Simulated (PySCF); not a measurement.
# Deuteron quadrupole couplings in `FC(F)(F)P1CC=CC1`

C5H6F3P.
Numbering: `[F:1][C:2]([F:3])([F:4])[P:5]1[CH2:6][CH:7]=[CH:8][CH2:9]1` (hydrogens: H10, H11 on C6; H12 on C7; H13 on C8; H14, H15 on C9)

Structure used (GFN2-xTB), in Å, numbered top down from 1:
```
atom  x, y, z in Å
F1     2.5705    0.8730   -1.0253
C2     1.8810    0.3002   -0.0255
F3     1.3369    1.3034    0.6815
F4     2.7772   -0.2890    0.7828
P5     0.6646   -0.9844   -0.7091
C6    -0.2926   -1.1721    0.8803
C7    -1.3173   -0.0760    0.8878
C8    -1.4450    0.6312   -0.2190
C9    -0.5534    0.2640   -1.3686
H10    0.3775   -1.1292    1.7435
H11   -0.7770   -2.1534    0.8924
H12   -1.9078    0.0759    1.7764
H13   -2.1527    1.4332   -0.3486
H14   -0.0334    1.1265   -1.7946
H15   -1.1328   -0.1953   -2.1757
```

Level: PBE0/pcSseg-1 (PySCF, non-relativistic); Q(2H) = 0.00286 b; rigid geometry, the same for H and D, with no vibrational averaging.

Q: What are Vzz, η and χzz (234.96 MHz × Q × Vzz) at all hydrogens?

A: 
```tsv
atom	bonded to	bond length (Å)	Vzz (au)	η	χzz (kHz)
H10	C6	1.094	0.3012	0.02	202
H11	C6	1.094	0.3024	0.02	203
H12	C7	1.078	0.3352	0.05	225
H13	C8	1.077	0.3356	0.05	225
H14	C9	1.094	0.3013	0.02	202
H15	C9	1.095	0.3023	0.02	203
```

Isolated species at its GFN2-xTB geometry (one conformer only). GFN2-xTB bond lengths can be off by several hundredths of an ångström, more for odd bonds, and the gradients follow them. With a basis this small, the couplings can be 20 % off.

The run behind these numbers computed NMR shieldings as well. Time: 41 s; peak memory 0.83 GiB. Hardware: one thread, Arm Neoverse V1 (aarch64) (shared host).
